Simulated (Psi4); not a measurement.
Psi4 input (wB97X-D/6-31G*):

```
memory 1500 MB

molecule {
-1 1
C     2.59631236    0.62596370   -0.25360935
C     1.31592218   -0.04889363    0.23481991
C     0.03883974    0.55295131   -0.34619327
C    -1.20696771   -0.28533131    0.02168604
O    -1.15577481   -1.50751758   -0.31884685
C    -2.22641624    0.37580949    0.67528986
H     2.60869363    1.69073342    0.00238013
H     2.68265443    0.55416888   -1.34244021
H     3.49294779    0.17067522    0.18131672
H     1.31941784   -1.11028341   -0.02393423
H     1.26565152    0.00573415    1.32848146
H     0.12396770    0.55548372   -1.44166776
H    -0.07067303    1.59374512   -0.02062665
H    -2.15324412    1.43019421    0.91384166
H    -3.12935932   -0.15330794    0.96146451
symmetry c1
no_reorient
no_com
}

set {
  basis 6-31G*
  reference rks
  scf_type pk
  dft_radial_points 99
  dft_spherical_points 590
  e_convergence 1e-8
  d_convergence 1e-7
  maxiter 150
}

e = energy('wb97x-d')
print_out(f'\nFINAL {e:.10f} DIPOLE {variable("CURRENT DIPOLE")[0]:.6f} {variable("CURRENT DIPOLE")[1]:.6f} {variable("CURRENT DIPOLE")[2]:.6f}\n')
```

From the output:

```
      25A      0.315701    26A      0.353124    27A      0.363914
      28A      0.370411    29A      0.381141    30A      0.400398
      31A      0.414276    32A      0.436203    33A      0.443911
      34A      0.475133    35A      0.478816    36A      0.508941
      37A      0.539362    38A      0.624649    39A      0.659161
      40A      0.765518    41A      0.775049    42A      0.787597
      43A      0.807008    44A      0.851974    45A      0.900938
      46A      0.926590    47A      0.938794    48A      0.955431
      49A      0.975285    50A      0.989171    51A      1.003413
      52A      1.069575    53A      1.084041    54A      1.101403
      55A      1.120709    56A      1.133792    57A      1.159613
      58A      1.167931    59A      1.185158    60A      1.191243
      61A      1.216378    62A      1.220967    63A      1.272685
      64A      1.332705    65A      1.375078    66A      1.427377
      67A      1.442983    68A      1.483826    69A      1.539344
      70A      1.632043    71A      1.678201    72A      1.738297
      73A      1.796890    74A      1.842224    75A      1.939892
      76A      2.018222    77A      2.077203    78A      2.108640
      79A      2.130963    80A      2.162899    81A      2.209913
      82A      2.222012    83A      2.229706    84A      2.248828
      85A      2.292265    86A      2.340591    87A      2.364429
      88A      2.396672    89A      2.496636    90A      2.519846
      91A      2.567934    92A      2.588847    93A      2.660574
      94A      2.683291    95A      2.743168    96A      2.834891
      97A      2.906509    98A      2.923196    99A      2.990320
     100A      3.137758   101A      3.291629   102A      3.387419
     103A      4.356748   104A      4.399097   105A      4.511008
     106A      4.574676   107A      4.726292   108A      4.900151

    Final Occupation by Irrep:
              A
    DOCC [    24 ]
    NA   [    24 ]
    NB   [    24 ]

  @RKS Final Energy:  -271.07296904835164

   => Energetics <=

    Nuclear Repulsion Energy =            227.0416821278359976
    One-Electron Energy =                -825.8814857150193802
    Two-Electron Energy =                 354.6472848606799175
    DFT Exchange-Correlation Energy =     -26.8736180330746812
    Empirical Dispersion Energy =          -0.0068322887734467
    VV10 Nonlocal Energy =                  0.0000000000000000
    Total Energy =                       -271.0729690483516379

Computation Completed

Properties will be evaluated at   0.000000,   0.000000,   0.000000 [a0]

Properties computed using the SCF density matrix

 Multipole Moments:

 ------------------------------------------------------------------------------------
     Multipole            Electronic (a.u.)      Nuclear  (a.u.)        Total (a.u.)
 ------------------------------------------------------------------------------------

 L = 1.  Multiply by 2.5417464519 to convert [e a0] to [Debye]
 Dipole X            :          2.3598496           -0.0000001            2.3598495
 Dipole Y            :          1.1575484            0.0000002            1.1575485
 Dipole Z            :         -0.1076363           -0.0000001           -0.1076364
 Magnitude           :                                                    2.6306641

 ------------------------------------------------------------------------------------

FINAL -271.0729690484 DIPOLE 2.359849 1.157549 -0.107636

*** Psi4 exiting successfully. Buy a developer a beer!
```

The dipole moment of an ion depends on the origin.

The geometry given is a B3LYP-D3(BJ)/def2-TZVP minimum.
